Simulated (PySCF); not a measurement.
B3LYP has the VWN-RPA correlation part, as in Gaussian. 

Z-matrix (Å, degrees):
```
Zr
H 1 1.8301
Cl 1 2.3293 2 104.90
Cl 1 2.3293 2 104.89 3 -120.04
Cl 1 2.3294 2 104.87 4 -119.98
```
Charge 0, multiplicity 1.

Problem. Predict the HOMO, charge on the central atom (Mulliken), total energy, HOMO–LUMO gap and dipole moment from B3LYP-D3(BJ)/def2-TZVP // r2SCAN-D4/def2-SVP run with PySCF 2.14.0.

Solution. 
```
Quantity                                      Result
-------------------------------------  -------------
HOMO                                        -9.00 eV
charge on the central atom (Mulliken)         1.14 e
total energy                           -1428.6000 Ha
HOMO–LUMO gap                                6.05 eV
dipole moment                              0.038 e·Å
```
